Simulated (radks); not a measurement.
Task: The mean radii <r> (bohr) of the occupied orbitals of an atom or ion are listed with their occupations. All-electron calculation, scalar-relativistic Kohn-Sham, BLYP, spin-polarised, spherical densities, finite nucleus; Fermi nuclear charge, rms radius of each element as measured or else 0.836 A^(1/3) + 0.57 fm. Program: a radial shooting solver on a logarithmic mesh with Libxc functionals.

orbital  occ.      <r>
1s down     1  0.03707
1s up       1  0.03707
2s up       1   0.1626
2s down     1   0.1626
2p up       3   0.1417
2p down     3   0.1417
3s up       1   0.4587
3s down     1   0.4587
3p up       3   0.4623
3p down     3   0.4623
3d up       5   0.4527
3d down     5   0.4526
4s up       1    1.214
4s down     1    1.210
4p up       3    1.372
4p down     3    1.367
5s up       1    3.675
5s down     1    3.816
4d up       2    2.267

Name the element and its charge. Open shells, if any, are filled with parallel spins first.

Result: Z = 40, zirconium, charge 0: Zr in [Kr] 4d2 5s2. The 1s radius gives Z: for a bare nucleus <r> = (2 gamma + 1)/(2Z) with gamma = sqrt(1 - (Z/c)^2), 0.03641 bohr for Z = 40, and screening makes it slightly larger (0.03707 here). The occupations add up to 40, and the charge is Z minus that.
